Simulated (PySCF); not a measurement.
Mo(O)2(NH2)(Me) (CH5MoNO2), SMILES [CH3][Mo]([NH2])(=[O])=[O], multiplicity 1.

Geometry: B3LYP-D3(BJ)/def2-SVP. The multiplicity is an assumed one; no other spin state was optimised. The structure was generated by enumeration; whether it is a known compound was not checked. The def2 effective core potentials stand for the cores of Mo; spin–orbit coupling is left out. Other conformers were not sampled.

Level of theory: TDDFT-PBE0/def2-SVPD run with PySCF.

Vertical excitations.  State labels are in the subgroup Cs.

```tsv
state	symmetry	energy (eV)	λ (nm)	f	main pairs
S1	A'	4.66	266	0.001	HOMO−1→LUMO 52 %, HOMO→LUMO 33 %, HOMO−2→LUMO+1 14 %
S2	A'	4.78	259	0.000	HOMO−2→LUMO+1 83 %
S3	A"	4.81	258	0.002	HOMO−2→LUMO 84 %
S4	A"	4.98	249	0.000	HOMO→LUMO+1 86 %
S5	A"	5.19	239	0.004	HOMO−1→LUMO+1 69 %, HOMO−2→LUMO 12 %
S6	A'	5.31	234	0.081	HOMO→LUMO 45 %, HOMO−1→LUMO 36 %, HOMO−4→LUMO 10 %
S7	A'	5.85	212	0.009	HOMO−3→LUMO 91 %
S8	A"	6.21	200	0.003	HOMO−3→LUMO+1 50 %, HOMO−4→LUMO+1 26 %, HOMO−5→LUMO 14 %
S9	A"	6.39	194	0.005	HOMO−4→LUMO+1 39 %, HOMO−3→LUMO+1 30 %, HOMO−6→LUMO 9 %, HOMO−1→LUMO+4 6 %
S10	A"	6.55	189	0.002	HOMO−2→LUMO+2 58 %, HOMO−4→LUMO+1 16 %, HOMO−5→LUMO 10 %
T1	A'	4.02	309	0	HOMO→LUMO 79 %, HOMO−1→LUMO 18 %
T2	A'	4.28	290	0	HOMO−1→LUMO 47 %, HOMO−2→LUMO+1 42 %, HOMO→LUMO 8 %
T3	A"	4.32	287	0	HOMO−2→LUMO 46 %, HOMO−1→LUMO+1 28 %, HOMO→LUMO+1 17 %
T4	A'	4.40	282	0	HOMO−2→LUMO+1 54 %, HOMO−1→LUMO 32 %, HOMO→LUMO 11 %
```
Triplets are in the Tamm–Dancoff approximation, which puts them higher than full response would, so one can lie above its singlet here.
